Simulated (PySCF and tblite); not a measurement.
Values are calculated unless marked as measured or tabulated.
C6H5NO, numbered as in [O:1]=[CH:2][c:3]1[cH:4][cH:5][cH:6][n:7][cH:8]1.

Level: PBE0-D3(BJ)/pcSseg-1 (IEF-PCM, chloroform)//GFN2-xTB, thermal terms from GFN2-xTB, symmetry numbers and mirror pairs counted. Conformers within 3 kcal/mol (GFN2-xTB free energy) were kept, 5 at most. Codes: tblite and PySCF.

An NOE distance is ⟨r⁻⁶⟩^(−1/6) over all pairs of like atoms and, for the average, over conformers.

Torsions listed: O1–C2–C3–C4.

```tsv
conformer	shape	weight %
1	0°	65.5
2	180°	34.5
```

(1) Which H–H contacts under 3.5 Å would NOEs report (pairs on one atom left out) at 298.15 K?

## Answers

(1) 
```tsv
pair	in 1 (Å)	in 2 (Å)	average (Å)
H5 ··· H6	2.50	2.50	2.50
H4 ··· H5	2.51	2.50	2.51
H2 ··· H8	2.42	3.79	2.58
H2 ··· H4	3.78	2.40	2.81
```

Longer pairs under the limit may be missing.
